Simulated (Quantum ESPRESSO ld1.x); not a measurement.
The mean radii <r> (bohr) of the occupied orbitals of an atom or ion are listed with their occupations. Calculated with ld1.x of Quantum ESPRESSO 7.5: scalar-relativistic Kohn-Sham, LDA (Slater exchange, Perdew-Zunger correlation), spin-polarised, spherical densities, point nucleus.

orbital  occ.      <r>
1s up       1  0.08094
1s down     1  0.08079
2s up       1   0.3530
2s down     1   0.3557
2p up       2   0.3070

Name the element and its charge. Open shells, if any, are filled with parallel spins first.

Answer. Z = 19, potassium, charge +13: K13+ in [He] 2s2 2p2. The 1s radius gives Z: for a bare nucleus <r> = (2 gamma + 1)/(2Z) with gamma = sqrt(1 - (Z/c)^2), 0.07844 bohr for Z = 19, and screening makes it slightly larger (0.08094 here). The occupations add up to 6, and the charge is Z minus that.
